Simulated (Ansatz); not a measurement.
```yaml
crystal:
  periodic: [false, false, false]
  atoms:
    - {symbol: B, position_ang: [-0.343485, -0.437453, -0.211806]}
    - {symbol: N, position_ang: [0.168884, 0.123880, -0.387370]}
    - {symbol: Ga, position_ang: [0.046546, 0.160485, 0.730387]}
    - {symbol: H, position_ang: [-0.725681, -0.927379, -0.472686]}
    - {symbol: H, position_ang: [0.432532, 0.273867, -0.914156]}
    - {symbol: H, position_ang: [0.507242, 0.769736, 1.198818]}
basis:
  gaussian: {orbitals: STO-3G}
hamiltonian: {xc: {name: wPBEh}}
output: {forces: true}
```

```sh
$ ansatz run in.yaml --threads 2 --pin off --events-out ev --progress --plain --max-ram 4352MiB
```

Output, abridged:

```
Functional definition: wPBEh
360 factors; integrals over basis functions are off by at most 6.4e-5 eV
46 factors; integrals over basis functions are off by at most 1.9e-7 eV
mean field evaluation 1: about -53525.3375 eV, gradient 4.8e2 eV
mean field evaluation 2: about -53753.7712 eV, gradient 1.2e2 eV
mean field evaluation 4: about -53828.8040 eV, gradient 1.3e2 eV
mean field evaluation 8: about -53856.5484 eV, gradient 4.9e-1 eV
mean field evaluation 16: about -53856.5653 eV, gradient 5.8e-5 eV
mean field -53856.56526415 eV, -1979.1922681664 hartree, gradient 5.8e-5 eV, S^2 0.000000; 0 other end points of the search recorded, 0 dependent functions left out
reference -53856.56528247 eV, -1979.1922688398 hartree; 23, 23 occupied and 8, 8 virtual orbitals, 360 factors
Total energy: -53856.56528247 eV, -1979.1922688398 hartree
Atom 0 at    -0.343485    -0.437453    -0.211806 Å, force  -122.286833  -135.202935    22.567846 eV/Å
Atom 1 at     0.168884     0.123880    -0.387370 Å, force   106.844608   119.566799   -71.386511 eV/Å
Atom 2 at     0.046546     0.160485     0.730387 Å, force   -15.936326     2.941407   132.383449 eV/Å
Atom 3 at    -0.725681    -0.927379    -0.472686 Å, force   -34.853350   -45.132903   -25.379903 eV/Å
Atom 4 at     0.432532     0.273867    -0.914156 Å, force    41.438342    25.782949   -79.393437 eV/Å
Atom 5 at     0.507242     0.769736     1.198818 Å, force    24.793559    32.044683    21.208556 eV/Å
Dipole moment:     0.327370     0.264204    -0.456103 e Å
```

Task: Something in this input is off. What?

Result: The geometry is squeezed to about two thirds of its size. The run converged. The result belongs to that input, not to the molecule as meant.
